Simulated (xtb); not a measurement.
xtb input:

```bash
xtb mol.xyz --gfn 2 --ohess tight --chrg 0 --uhf 0
```
mol.xyz:
```
2

Ag    -0.55363103    -0.39553535    -0.71314179
F      0.53184337     0.41109625     0.72294326
```

Problem. Which total energy does the run end on?

Solution. -8.63248 Eh (GFN2-xTB).
